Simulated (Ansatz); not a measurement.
CH4NOSb, SMILES `C=[N][SbH][OH]`. Charge 0, multiplicity 1. Sb takes the def2 core potential.

Cartesian coordinates in Å:
```
C 0.015 1.026 1.081
N -0.785 0.055 1.080
Sb -0.949 -1.128 -0.586
O 0.634 -0.474 -1.571
H 0.079 1.662 1.973
H 0.681 1.292 0.248
H -0.053 -2.374 0.172
H 0.378 -0.059 -2.398
```

What are the harmonic wavenumbers in cm⁻¹ at PBE0-D4/def2-TZVP (Ansatz, finite differences of forces, unscaled)? (An estimate is asked.)

Computed: 142, 166, 274, 332, 496, 526, 598, 660, 716, 906, 1111, 1205, 1494, 1729, 1954, 2996, 3068, 3889.

Is this a minimum?

Yes, all 18 modes are real.

Give the ideal-gas thermochemistry at 298.15 K and 1 bar (rigid rotor, harmonic oscillator; point group C1, symmetry number 1).

Zero-point energy 133.2 kJ/mol; H(298) − E = 151.1 kJ/mol; entropy 326.9 J/(mol·K), of which translation 172.7, rotation 109.5, vibration 44.7; G(298) − E = 53.6 kJ/mol.

And at 400, 500, 600, 800 and 1000 K?


```
T (K)  H − E (kJ/mol)  S (J/mol/K)  G − E (kJ/mol)
  400           160.9        355.3            18.8
  500           171.8        379.6           -18.0
  600           183.7        401.3           -57.0
  800           209.8        438.7          -141.1
 1000           238.1        470.2          -232.1
```
